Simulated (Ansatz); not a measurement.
Calculated with Ansatz (gas phase, PBE0-D4/def2-TZVP geometries, no zero-point term in ΔE). CBS: MP2 limit from def2 TZ/QZ plus the TZ coupled-cluster correction, frozen cores. This one scheme is used for every species. DFT in def2-TZVPP. B3LYP here is the variant with VWN-RPA as its local correlation; programs differ in this. For Se outer-core shells are correlated without core-valence functions, which leaves a few kJ/mol of doubt a bond. Scalar relativity is left out up to krypton. One conformer a species, not always the lowest.

`N[SiH2][SeH]` + `P[SeH]` → `P[Se][SiH2][SeH]` + NH₃  (ligand exchange at the Si–N bond)

`N[SiH2][SeH]`:

```xyz
8

N    -0.262   -1.318   -0.192
Si   -0.188    0.362   -0.509
Se    1.351    1.605    0.650
H     0.556   -1.893   -0.315
H    -0.821   -1.649    0.578
H    -1.545    0.892   -0.239
H     0.237    0.588   -1.910
H     0.672    1.413    1.938
```

`P[SeH]`:

```xyz
5

P     0.112    0.631    0.572
Se   -0.368   -0.901   -1.023
H     1.514    0.664    0.351
H     0.229   -0.285    1.650
H    -1.487   -0.109   -1.550
```

`P[Se][SiH2][SeH]`:

Z-matrix (Å, degrees):
```
Si
Se 1 2.278
Se 1 2.272 2 108.9
H 1 1.483 2 109.0 3 -122.7
H 1 1.483 2 112.0 3 115.3
P 2 2.272 1 92.9 3 170.5
H 3 1.469 1 92.7 2 -64.4
H 6 1.419 2 96.6 1 131.9
H 6 1.419 2 96.6 1 -133.9
```

NH₃:

Z-matrix (Å, degrees):
```
N
H 1 1.013
H 1 1.013 2 107.1
H 1 1.013 2 107.1 3 -114.5
```

```
             level  ΔE (kcal/mol)
            revPBE           -3.5
             B3LYP           -0.5
         CAM-B3LYP            0.7
           LC-ωPBE           -1.6
       HF/def2-SVP            0.9
      MP2/def2-SVP           -2.7
SCS-MP2/def2-TZVPP           -2.8
SCS-MP2/def2-QZVPP           -3.2
```

(1) What does CCSD(T)/CBS give? (An estimate is asked.)

Largest T1 diagnostic among the species: 0.010.

Results:

(1) Ansatz gave: -3.8 kcal/mol. The listed levels differ from it by 0.3, 3.3, 4.5, 2.2, 4.7, 1.1, 1.0, 0.6 kcal/mol.

In def2-TZVPP, CCSD(T) changes the Hartree–Fock value by −3.8 kcal/mol (the triples alone add −0.9 kcal/mol) and MP2 by −5.3 kcal/mol. At CCSD(T), def2-SVP lies +2.1 kcal/mol from the extrapolated value and def2-TZVPP +1.0 kcal/mol. The D4 term adds −2.3 kcal/mol with B3LYP and −1.3 kcal/mol with PBE0; it sums over pairs of atoms, weighted by their polarisabilities, and B3LYP, whose exchange is more repulsive, gets the larger term.
